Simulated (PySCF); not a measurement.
Cd: excitation energy

Cd [Kr] 4d10 5s2 (1S) → Cd [Kr] 4d9 5s2 5p1 (high-spin determinant), as a difference of total energies. Calculation: PySCF 2.14, in x2c-TZVPPall with one added diffuse shell each of s, p, d, f type (9s7p7d3f1g, 95 functions); scalar relativity by spin-free X2C-1e. Correlated levels: valence and next inner shell: [Ar] 3d10 frozen. The calculations carry no spin-orbit coupling.

```csv
method,excitation energy (eV)
UHF,10.811
MP2 (valence and next inner shell),12.307
SCS-MP2 (valence and next inner shell),12.118
CCSD (valence and next inner shell),11.845
CCSD(T) (valence and next inner shell),11.843
```

Question: How much does correlation contribute at CCSD(T) (valence and next inner shell)?

Answer: 11.843 − (10.811) = 1.032 eV, measured against UHF.

A first-order spin-orbit estimate (lowest level to lowest level, LS coupling) adds -0.210 eV.

The upper state lies above the first ionisation limit, where it may autoionise and the basis confines it.

The determinant of the upper state mixes LS terms, which raises its energy above the lowest term, most at the Hartree-Fock and MP2 levels.
